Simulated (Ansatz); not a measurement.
Si(NMe2)H3 (C₂H₉NSi), relaxed as a singlet with RKS PBE0-D4/def2-SVP in Ansatz, starting from the GFN2-xTB geometry. Force threshold 0.02 eV/Å.

Start:

```xyz
13

Si    1.1327   -0.4426   -1.1157
N    -0.1678    0.0805   -0.1200
C    -0.1036    1.3214    0.6084
C    -1.0672   -0.8616    0.4951
H    -1.1059    1.7530    0.6949
H     0.5364    2.0255    0.0824
H     0.2936    1.1815    1.6227
H    -1.1319   -1.7608   -0.1117
H    -0.7382   -1.1447    1.5030
H    -2.0650   -0.4206    0.5783
H     1.5550    0.7492   -1.8506
H     0.5623   -1.4770   -1.9783
H     2.2995   -1.0037   -0.4084
```

```csv
step,energy (eV),largest force component (eV/Å),SCF passes
1,-11575.5422,0.611,23
2,-11575.6128,0.275,24
3,-11575.6177,0.117,24
4,-11575.6180,0.058,24
5,-11575.6181,0.023,21
6,-11575.6182,0.004,18
```

Force components are those of the run's own axes.

End:

Cartesian coordinates in Å:
```
Si 1.1214 -0.4371 -1.1218
N -0.1611 0.0751 -0.0714
C -0.0981 1.3353 0.6236
C -1.0756 -0.8755 0.5074
H -1.1008 1.7981 0.6876
H 0.5557 2.0424 0.0902
H 0.2851 1.2429 1.6611
H -1.1364 -1.7843 -0.1110
H -0.7895 -1.1876 1.5333
H -2.0952 -0.4508 0.5694
H 1.5792 0.7507 -1.9051
H 0.5825 -1.4982 -2.0259
H 2.3329 -1.0109 -0.4373
```

By distances, no bond broke or formed. The bond that changes most is Si1–H11, from 1.46 to 1.49 Å (atoms count from 1).

No frequencies were taken in this run, so the end may be a saddle point.

Run time 52 s (4 threads of Intel Xeon on a shared host).
